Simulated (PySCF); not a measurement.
A structure optimised at PBE-D3(BJ)/def2-SVP, used in a PySCF frequency run:

```xyz
13

C      0.5120     3.1903     0.0000
C     -0.1779     2.0258     0.0000
C      0.4421     0.7134     0.0000
C     -0.2343    -0.4658     0.0000
F     -1.5977    -0.4488     0.0000
Si     0.5097    -2.2020     0.0000
H      1.6146     3.2037     0.0000
H     -0.0029     4.1626     0.0000
H     -1.2805     2.0444     0.0000
H      1.5431     0.6552     0.0000
H      0.0562    -2.9559    -1.2192
H      2.0057    -2.0683     0.0000
H      0.0562    -2.9559     1.2192
```

**Question.** Write its SMILES, formula and point group.

**Answer.** C=C/C=C(\F)[SiH3], C4H7FSi, Cs

**Question.** What are its rotational constants (standard atomic weights)?

**Answer.** 6.6705, 1.3384, 1.1297 GHz
